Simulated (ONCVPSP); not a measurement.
u(r) = r·R(r): atom against pseudo-atom (tellurium (Te))

Columns: radius, all-electron u(r) and pseudo u(r) of the 4d shell (level -45.98 eV) of tellurium in the configuration [Ar] 3d10 4s2 4p6 4d10 5s2 5p3.5; PBE, scalar-relativistic, ONCV scheme, ONCVPSP 4.0.1.

```tsv
r (bohr)	all-electron	pseudo
0.080	-0.2493	0.0063
0.160	-0.5707	0.0472
0.240	-0.5253	0.1441
0.320	-0.2150	0.2985
0.400	0.1750	0.4916
0.480	0.5299	0.6933
0.560	0.8019	0.8725
0.640	0.9812	1.0066
0.720	1.0786	1.0861
0.800	1.1110	1.1130
0.880	1.0966	1.0972
0.960	1.0510	1.0512
1.040	0.9861	0.9860
1.120	0.9109	0.9107
1.200	0.8316	0.8314
1.280	0.7523	0.7521
1.360	0.6757	0.6756
1.440	0.6037	0.6035
1.520	0.5369	0.5368
1.600	0.4758	0.4758
1.680	0.4205	0.4204
1.760	0.3707	0.3707
1.840	0.3262	0.3262
1.920	0.2866	0.2865
2.000	0.2514	0.2513
2.080	0.2202	0.2202
```

Question: How many radial nodes do the two functions have?

Answer: The all-electron 4d function has n − l − 1 = 1; the pseudo-wave has 0, since the states of the same l below it are removed with the core.

Question: At about which radius was the pseudo-wave matched?

Answer: 1.15 bohr. The columns agree to 0.0005 from 0.96 bohr on; several derivatives are matched, so the curves merge somewhat inside the radius.

Question: Is the pseudo-wave norm-conserving?

Answer: Yes: the ONCV scheme keeps the norm inside the radius equal to the all-electron one, which fixes the energy derivative of the logarithmic derivative at the level.
